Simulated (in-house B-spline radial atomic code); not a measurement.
Yb²⁺. Computed with a B-spline radial atomic code. Model: non-relativistic spherical atom: semilocal Troullier-Martins pseudo-atom, one channel per l, against all electrons, high spin, G0W0 and RPA with empty states to l = 8, local potential for every l without a channel, a model core (radius 0 = none) keeps its share of the functional.

Without relativity these are model numbers for so heavy an element.

What the tables leave out is listed at the end.

The pseudopotential gives back the lowest level of each angular momentum of its own functional in the configuration it was made in; a second state of the same l is only approximately right. Exact exchange, RPA and GW see the smooth pseudo-orbitals and miss the exchange with the core, for which the functional's share stands in. The column with an uncorrelated core keeps all orbitals and exact exchange, and so separates missing core correlation from pseudisation. Only the three outermost levels and the lowest empty one were computed. RPA here is direct RPA, with no exchange kernel, and its energies carry an (l + 1/2)⁻⁴ tail. A hybrid on a potential with a model core restores only its own semilocal share of the core's exchange.

Command:
```bash
python run_psgw.py task.json out
```
Settings (lengths in bohr, energies in hartree):
```
Z                      70
electrons              68
configuration          [Xe] 4f14
generated_in           [Xe] 4f14 6s2
functional             lda,vwn
core_shells            9
radius_factor          1.15
core_correction        True
```

Cost of the run: 40 s on 1 thread of Arm Neoverse N1, on a shared host.

Given: made with LDA VWN5; model core radius 0.694 bohr; local radius 1.486 bohr; mean-field start LDA VWN5.

Valence shells of the generating configuration: 5s, 5p, 4f, 6s.

Channel: s 1.342, p 1.466, d 2.303, f 1.855 (radii in bohr).

Computed: largest level miss in the spin-unpolarised generating configuration 0.031 eV; valence RPA correlation energy pseudo -2.4488 hartree; all-electron RPA polarisability, core included 5.8716 bohr³; pseudo-atom RPA polarisability 5.878 bohr³.

```json
{"level": "4f", "occupied": "1", "mean-field all-electron (eV)": "-21.875", "mean-field pseudo minus all (eV)": "-0.124", "G0W0 all-electron (eV)": "-30.251", "G0W0 uncorrelated core minus all (eV)": "-0.079", "G0W0 pseudo minus all (eV)": "5.714", "exchange self-energy all-electron (eV)": "-75.273", "exchange self-energy pseudo (eV)": "-39.228"}
{"level": "5d (empty)", "occupied": "0", "mean-field all-electron (eV)": "-13.974", "mean-field pseudo minus all (eV)": "-0.051", "G0W0 all-electron (eV)": "-9.6897", "G0W0 uncorrelated core minus all (eV)": "-0.026", "G0W0 pseudo minus all (eV)": "-0.236", "exchange self-energy all-electron (eV)": "-7.7823", "exchange self-energy pseudo (eV)": "-7.4902"}
```

Problem. What is the valence RPA correlation energy all-electron orbitals?

Solution. -1.831 hartree.

Given: mean-field start PBE0.

Computed: valence RPA correlation energy pseudo -2.3886 hartree; all-electron RPA polarisability, core included 5.2318 bohr³; pseudo-atom RPA polarisability 5.5958 bohr³.

| level | occupied | mean-field all-electron (eV) | mean-field pseudo minus all (eV) | G0W0 all-electron (eV) | G0W0 uncorrelated core minus all (eV) | G0W0 pseudo minus all (eV) | exchange self-energy all-electron (eV) | exchange self-energy pseudo (eV) |
| --- | --- | --- | --- | --- | --- | --- | --- | --- |
| 4f | 1 | -24.674 | 2.165 | -30.249 | -0.111 | 6.432 | -75.705 | -38.924 |
| 5p | 1 | -41.87 | -0.695 | -46.964 | -0.042 | -1.289 | -31.881 | -30.131 |
| 6s (empty) | 0 | -12.986 | -0.156 | -11.218 | 0.005 | -0.157 | -2.0863 | -1.6847 |

Problem. What is the valence RPA correlation energy all-electron orbitals?

Solution. -1.7365 hartree.

Among the listed levels the largest G0W0 shift of the pseudo-atom is +6.43 eV, for 4f on the PBE0 start, while leaving the core uncorrelated moves that level by -0.11 eV. So pseudisation and the lost core exchange, not the missing core correlation, make the error. Not in the tables (levels of low weight, unsolved or above zero; the highest and the empty levels are kept at any weight): on LDA the G0W0 levels 5p (pseudo minus all -0.73 eV, weights 0.71 and 0.87), 5s (pseudo minus all +6.25 eV, weights 0.00 and 0.11); on PBE0 the G0W0 levels 5s (pseudo minus all -1.35 eV, weights 0.23 and 0.28); no Hartree-Fock pseudo-atom is run with a model core.
